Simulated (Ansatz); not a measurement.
Mulliken charges of AlF3H4OSi, SMILES `[F][Al-]([F])([F])[OH+][SiH3]` from B3LYP/def2-TZVPP in Ansatz (PBE0-D4/def2-TZVP geometry).

| atom | x (Å) | y (Å) | z (Å) | charge (e) |
| --- | --- | --- | --- | --- |
| F1 | 1.367 | -2.347 | 0.571 | -0.380 |
| Al2 | 0.199 | -1.615 | -0.334 | 0.806 |
| F3 | 0.209 | -1.956 | -1.947 | -0.381 |
| F4 | -1.278 | -1.348 | 0.388 | -0.396 |
| O5 | 0.635 | 0.229 | -0.251 | -0.197 |
| Si6 | -0.455 | 1.373 | 0.427 | 0.411 |
| H7 | 1.468 | 0.556 | -0.599 | 0.207 |
| H8 | 0.286 | 2.649 | 0.281 | -0.046 |
| H9 | -1.687 | 1.375 | -0.378 | -0.012 |
| H10 | -0.661 | 1.032 | 1.844 | -0.012 |

Question: By hand: the dipole of these point charges (1 e Å = 4.8032 D).

Answer: Σ q r = (0.074, 1.353, 0.172) e Å, of length 1.366 e Å = 6.56 D.

Question: How does the dipole of the full density compare? (An estimate is asked.)

Answer: Computed: (0.189, 1.152, 0.086) e Å, 5.62 D; the point charges give 1.17 times that, at 7° from its direction.

Point charges leave out the atoms' own dipoles, such as those of lone pairs, and Mulliken's split depends on the basis, so the two needn't agree.

B3LYP here is the variant with VWN-RPA as its local correlation; programs differ in this.
